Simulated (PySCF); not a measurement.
1,3-oxasiletane-2,4-dione (C2H2O3Si), SMILES O=C1OC(=O)[SiH2]1. Geometry: TPSSh-D3(BJ)/def2-SVP.

Computed equilibrium geometry at TPSSh-D3(BJ)/def2-SVP (PySCF confirms it by a frequency run) as Cartesian coordinates in Å, and its point group:
point group C2v.
```xyz
8

O      2.2390     0.0000     0.6538
C      1.1159     0.0000     0.2643
O      0.0000     0.0000     1.1411
C     -1.1159     0.0000     0.2643
O     -2.2390     0.0000     0.6538
Si     0.0000     0.0000    -1.3198
H      0.0000    -1.2319    -2.1419
H      0.0000     1.2319    -2.1419
```
